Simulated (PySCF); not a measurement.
(E)-2-chloro-1-fluoroprop-1-ene (C₃H₄ClF), SMILES C/C(Cl)=C\F.

Geometry: PBE0-D3(BJ)/def2-SVP.

These are PBE/def2-TZVP run with PySCF values and carry that method's errors.

Symmetry labels are those of the subgroup Cs that the program uses (full group Cs).

Computed valence orbital energies around the gap with their symmetry:
| orbital | symmetry | energy (eV) |
|---|---|---|
| HOMO−7 | A" | -11.53 |
| HOMO−6 | A" | -10.53 |
| HOMO−5 | A' | -10.41 |
| HOMO−4 | A' | -9.69 |
| HOMO−3 | A' | -9.11 |
| HOMO−2 | A" | -8.47 |
| HOMO−1 | A' | -7.59 |
| HOMO | A" | -5.86 |
| LUMO | A" | -0.91 |
| LUMO+1 | A' | -0.36 |
| LUMO+2 | A' | 0.75 |
| LUMO+3 | A' | 1.71 |
